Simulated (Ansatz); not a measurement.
Mg₂Zn₂⁺. Total charge 1; doublet. Geometry PBE/def2-SVP, that of the neutral singlet; atoms count from 1.

```
atom   x (Å)   y (Å)   z (Å)
 Mg1  -0.498  -1.009   1.433
 Mg2   0.885   1.542   0.398
 Zn3   0.936  -0.901  -0.969
 Zn4  -1.323   0.368  -0.861
```

The structure comes from a short search, and lower isomers may exist.

Question: Estimate the Mulliken populations from the PBE0/def2-TZVP orbitals of Ansatz.

Answer: 
```json
{"atom": "Mg1", "charge (e)": "0.31", "spin (α − β)": "0.45", "d electrons": "–"}
{"atom": "Mg2", "charge (e)": "0.31", "spin (α − β)": "0.45", "d electrons": "–"}
{"atom": "Zn3", "charge (e)": "0.19", "spin (α − β)": "0.05", "d electrons": "10.02"}
{"atom": "Zn4", "charge (e)": "0.19", "spin (α − β)": "0.05", "d electrons": "10.02"}
```
Mulliken values depend strongly on the basis.

Question: Where does the spin sit?

Answer: Summed by element: Mg 0.91, Zn 0.09, of 1 unpaired in all. Largest on single atoms: Mg1 0.45, Mg2 0.45, Zn4 0.05.

Question: And the Mayer bond orders between heavy atoms (over 0.3)?

Answer: Mg1–Zn3 0.48 (2.80 Å); Mg1–Zn4 0.48 (2.80 Å); Mg2–Zn3 0.48 (2.80 Å); Mg2–Zn4 0.48 (2.80 Å); Zn3–Zn4 0.49 (2.59 Å); Mg1–Mg2 0.71 (3.08 Å).
